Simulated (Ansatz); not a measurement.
The same molecule with X = C, Si, Ge, Sn. Ansatz, PBE0-D4/def2-TZVP geometries, multiplicity 1.

Elements past krypton have def2 core potentials. Scalar relativity is left out up to krypton.

| X | molecule | mean X–Cl bond length / Å | LUMO energy (ωB97M-V/def2-TZVPP) / eV | size of the dipole moment (ωB97M-V/def2-TZVPP) / D | zero-point energy (PBE0-D4/def2-TZVP) / kJ/mol |
| --- | --- | --- | --- | --- | --- |
| C | `Cl[C]Cl` | 1.708 | -1.01 | 1.22 | 11.2 |
| Ge | `[Cl][Ge][Cl]` | 2.182 | -1.11 | 2.10 | 5.7 |
| Sn | `[Cl][Sn][Cl]` | 2.363 | -1.34 | 3.29 | 4.9 |

(1) Give the row for X = Si, `Cl[Si]Cl`. (Best estimate.)

Results:

(1) The calculation gave: 
```tsv
X	molecule	mean X–Cl bond length / Å	LUMO energy (ωB97M-V/def2-TZVPP) / eV	size of the dipole moment (ωB97M-V/def2-TZVPP) / D	zero-point energy (PBE0-D4/def2-TZVP) / kJ/mol
Si	`Cl[Si]Cl`	2.077	-0.82	1.05	7.4
```

From C to Sn the mean X–Cl bond length rises at each step, by 0.655 Å in all; the LUMO energy (ωB97M-V/def2-TZVPP) isn't monotonic: highest at Si, lowest at Sn; the zero-point energy (PBE0-D4/def2-TZVP) falls at each step, by 6.3 kJ/mol in all. Bonds lengthen as the atom grows down the group. Dipoles are sizes alone, and their direction can turn along the series.
